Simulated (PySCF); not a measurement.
Ionising SiPb

r²SCANh; PySCF, scalar-relativistic core potentials, basis sets Si def2-SVPD, Pb def2-SVPD with ECP60. Neutral (UKS): triplet (π ↑↑), Re = 2.591 Å, ωe = 324 cm⁻¹, De = 2.54 eV, HOMO -4.88 eV, LUMO -3.44 eV.

SiPb⁺ (UKS): quartet (σ ↑, π ↑↑), Re = 2.628 Å, ωe = 283 cm⁻¹. The energies at the minima are -482.23887 hartree for SiPb and -481.97819 for SiPb⁺.

(1) Work out the adiabatic ionisation energy, without and with harmonic zero-point energies (1 hartree = 27.2114 eV, 1 eV = 8065.5 cm⁻¹), and the change of the bond length.

These are scalar-relativistic numbers at best; spin–orbit coupling would shift them, the dissociation energy most. States were picked by a PBE0 search and need not be the measured ground states.

Results:

(1) At r²SCANh: 0.26068 hartree = 7.093 eV between the minima; the zero-point term (283.0 − 324.0)/2 cm⁻¹ = -0.003 eV makes it 7.091 eV. Re changes by +3.7 pm against the neutral. The electron leaves a σ orbital, and the longer bond of the ion fits a bonding orbital, or a change in how ionic the bond is.
